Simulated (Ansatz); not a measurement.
C2H4BClO from Hartree–Fock to CCSD(T)

```xyz
9

B     1.1767    0.7286   -0.4412
C    -0.1548   -0.0494   -0.2521
Cl    0.5385    1.5915    1.1815
C    -1.0283   -1.0103    0.3754
O    -1.3708   -0.0200   -0.6711
H     2.1585    0.0879   -0.2028
H     1.1753    1.4945   -1.3590
H    -1.0355   -2.0364    0.0267
H    -1.4596   -0.7864    1.3426
```

Total charge 0; spin multiplicity 1. The bonds changed during the relaxation, so this is another structure than the one it started from. The geometry is a stationary point of PBE0-D4/def2-TZVP. Frozen core, restricted reference, Ansatz 0.2.0. CBS rows extrapolate triple and quadruple zeta; past MP2 they add the triple-zeta difference.

```csv
basis,HF (Eh),MP2 corr.,CCSD corr.,(T),CCSD(T) total
def2-SVP,-636.74699,-0.67459,-0.71729,-0.02462,-637.48890
def2-TZVPP,-637.11336,-0.85540,-0.89172,-0.04184,-638.04692
def2-QZVPP,-637.13413,-0.92042,–,–,–
CBS(def2),-637.13699,-0.96858,-1.00490,as TZ,-638.18373
```
